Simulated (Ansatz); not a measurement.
Mulliken charges of Cl₃GaH₄OSi (`[SiH3][OH+][Ga-]([Cl])([Cl])[Cl]`) from B3LYP/def2-TZVPP in Ansatz (PBE0-D4/def2-TZVP geometry).

| atom | x (Å) | y (Å) | z (Å) | charge (e) |
| --- | --- | --- | --- | --- |
| Si1 | 0.437 | -1.332 | 0.852 | 0.376 |
| O2 | 0.682 | 0.136 | 0.023 | -0.256 |
| Ga3 | -0.753 | 1.347 | -0.792 | 0.598 |
| Cl4 | -2.198 | -0.161 | -1.296 | -0.287 |
| Cl5 | 0.508 | 2.107 | -2.361 | -0.294 |
| Cl6 | -1.254 | 2.653 | 0.823 | -0.272 |
| H7 | 1.666 | -1.559 | 1.646 | -0.036 |
| H8 | 0.236 | -2.422 | -0.125 | -0.023 |
| H9 | -0.747 | -1.086 | 1.694 | -0.006 |
| H10 | 1.506 | 0.265 | -0.461 | 0.199 |

Question: By hand: the dipole of these point charges (1 e Å = 4.8032 D).

Answer: Σ q r = (0.601, -0.854, 0.525) e Å, of length 1.169 e Å = 5.61 D.

Question: How does the dipole of the full density compare? (An estimate is asked.)

Answer: Ansatz gave: (0.688, -0.730, 0.369) e Å, 5.13 D; the point charges give 1.09 times that, at 10° from its direction.

Point charges leave out the atoms' own dipoles, such as those of lone pairs, and Mulliken's split depends on the basis, so the close match here is no proof of good charges.

B3LYP here is the variant with VWN-RPA as its local correlation; programs differ in this.
